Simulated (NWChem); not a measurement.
Species: HgCl2; SMILES [Hg]([Cl])[Cl]

```xyz
3

Hg     0.0000     0.0000     0.0000
Cl     0.0000     2.2823     0.0000
Cl     0.0000    -2.2823     0.0000
```
Atoms are numbered in this order, from 1.

Level: PBE0/def2-SVP with def2 effective core potentials on Hg (NWChem), optimised geometry, unscaled harmonic frequencies. def2 effective core potentials on Hg; no spin-orbit coupling.

| frequency (cm⁻¹) | IR intensity (km/mol) |
|---|---|
| 99 | 4.8 |
| 99 | 4.8 |
| 348 | 0.0 |
| 402 | 47.1 |

| Quantity | Result |
|---|---|
| zero-point energy | 1.4 kcal/mol |
| thermal correction to the enthalpy at 298.15 K (with zero-point energy) | 4.8 kcal/mol |
| heat capacity Cv | 11.9 cal/(mol K) |
| entropy at 298.15 K and 1 atm (symmetry number 2) | 69.1 cal/(mol K) |

Rigid rotor and harmonic oscillator; modes under 100 cm⁻¹ make the entropy uncertain.
